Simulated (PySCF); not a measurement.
GaClBr2, SMILES [Cl][Ga]([Br])[Br]. Heavy atoms are numbered as in [Ga:1]([Cl:2])([Br:3])[Br:4].

Geometry optimised at PBE0-D3(BJ)/def2-SVP. The structure was generated by enumeration; whether it is a known compound was not checked.

All values below come from B3LYP/def2-TZVP (PySCF).

Atomic charges (e), one atom of each kind:

| atom | meta-Löwdin | Mulliken |
|---|---|---|
| Ga1 | (withheld) | 0.58 |
| Cl2 | (withheld) | -0.21 |
| Br3 | (withheld) | -0.18 |

Problem. Fill in the missing entries. (The exact figures need the calculation; the answer reports its results.)

Solution. 
- Ga1, meta-Löwdin: 0.64
- Cl2, meta-Löwdin: -0.24
- Br3, meta-Löwdin: -0.20
